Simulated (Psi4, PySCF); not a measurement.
H$_{4}$O$_{4}$P, charge +1, singlet, geometry from GFN2-xTB, atoms displaced at random by about 0.03 Å a coordinate. Base run: TPSS/6-31G, gradient (PySCF).

PySCF was given this input:
```python
from pyscf import gto, scf, dft

mol = gto.M(
    atom='''
O     0.329624    1.419958   -0.641960
P    -0.161718    0.212903   -0.051680
O    -0.407942    0.124272    1.441461
O    -1.181747   -0.705312   -0.694763
O     1.288124   -0.985431   -0.073844
H    -0.378661    0.982936    1.947538
H    -1.326200   -0.546296   -1.601116
H     2.154894   -0.615265   -0.152207
H     1.266758   -1.764333    0.510477
''',
    basis='6-31g',
    charge=1,
    spin=0,
    verbose=4,
)

mf = dft.RKS(mol)
mf.xc = 'tpss'
mf.kernel()
g = mf.nuc_grad_method()
grad = g.kernel()
```

Programs used: Psi4, PySCF; a row that names a program was run with it.

The coordinate followed is x of atom 6.

The base run was repeated with changes; each row names its change, and settings that it needs were set with it.

```json
[
 {"change": "base", "dE/dx (Eh/bohr)": "0.003257", "net force (Eh/bohr)": "0.000119"},
 {"change": "finite difference step (bohr) = 1e-5; conv_tol = 1e-11", "dE/dx (Eh/bohr)": "0.003263", "net force (Eh/bohr)": "-"},
 {"change": "code = psi4", "dE/dx (Eh/bohr)": "0.003255", "net force (Eh/bohr)": "0.000155"},
 {"change": "grids.level = 0; grid_response = on", "dE/dx (Eh/bohr)": "0.002812", "net force (Eh/bohr)": "0.000000"},
 {"change": "finite difference step (bohr) = 0.2; conv_tol = 1e-11", "dE/dx (Eh/bohr)": "0.003365", "net force (Eh/bohr)": "-"},
 {"change": "finite difference step (bohr) = 1e-3; conv_tol = 1e-11", "dE/dx (Eh/bohr)": "0.003263", "net force (Eh/bohr)": "-"},
 {"change": "grids.level = 1; grid_response = on", "dE/dx (Eh/bohr)": "0.003299", "net force (Eh/bohr)": "0.000000"},
 {"change": "conv_tol = 1e-6", "dE/dx (Eh/bohr)": "0.003256", "net force (Eh/bohr)": "0.000119"},
 {"change": "grids.level = 5; grid_response = off", "dE/dx (Eh/bohr)": "0.003257", "net force (Eh/bohr)": "0.000005"},
 {"change": "finite difference step (bohr) = 0.05; conv_tol = 1e-11", "dE/dx (Eh/bohr)": "0.003270", "net force (Eh/bohr)": "-"},
 {"change": "grids.level = 5; grid_response = on", "dE/dx (Eh/bohr)": "0.003257", "net force (Eh/bohr)": "0.000000"},
 {"change": "finite difference step (bohr) = 0.01; conv_tol = 1e-11", "dE/dx (Eh/bohr)": "0.003263", "net force (Eh/bohr)": "-"}
]
```

The net force is zero for an exact gradient.
